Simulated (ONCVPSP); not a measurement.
## How hard is this fluorine (F) ONCV potential?

ONCVPSP 4.0.1 input, shortened (lines: element, Z, core and valence counts, functional; n l f; lmax; l rc ep ncon nbas qcut; lloc lpopt rc5 dvloc0; l nproj debl; icmod fcfact rcfact), LDA (Perdew-Zunger), scalar-relativistic:

```
  F 9.00    1    2        3      upf
    1    0    2.00
    2    0    2.00
    2    1    5.00
    2
    0    0.55    0.00    3    7    9.60
    1    1.15    0.00    4    7    9.90
    2    1.25    0.10    5    9    7.40
    4    5    0.45    6.00
    0    1    3.60
    1    3    0.40
    2    2    0.30
    3    4.75    1.40
```

In the p channel the program set the typed energies aside and used -0.415, 0.250, 0.650 Ha.

Task: For each optimised wave give the share of its norm inside rc, the residual kinetic energy above qcut (Ha) and the cutoffs (Ha) for errors of 10, 1, 0.1 and 0.01 mHa per electron.

Result:

| wave | norm inside rc | residual KE | 10 mHa | 1 mHa | 0.1 mHa | 0.01 mHa |
| --- | --- | --- | --- | --- | --- | --- |
| 2s | 0.129 | 3.0e-03 | 36.9 | 59.3 | 202.0 | 482.9 |
| 2p | 0.622 | 1.5e-04 | 33.8 | 42.4 | 54.3 | 112.1 |
| p projector 2 | 0.059 | 2.8e-05 | 25.0 | 36.1 | 44.9 | 54.6 |
| p projector 3 | 0.048 | 3.7e-05 | 25.5 | 36.9 | 45.9 | 54.3 |
| d projector 1 | 0.000 | 5.5e-08 | 0.2 | 0.4 | 1.4 | 5.9 |
| d projector 2 | 0.002 | 2.4e-06 | 1.1 | 4.0 | 11.9 | 21.8 |

The occupied waves need 59 Ha and 202 Ha for 1 and 0.1 mHa. Rows with under 1 % of the norm inside rc give no meaningful cutoff. Note: ghosts flagged at negative energy: p at -733.8 eV; GHOST(+) flagged for d at 244.4 eV. A true bound ghost makes a file unfit for plane-wave use. Its largest configuration-test error is +1382 meV.
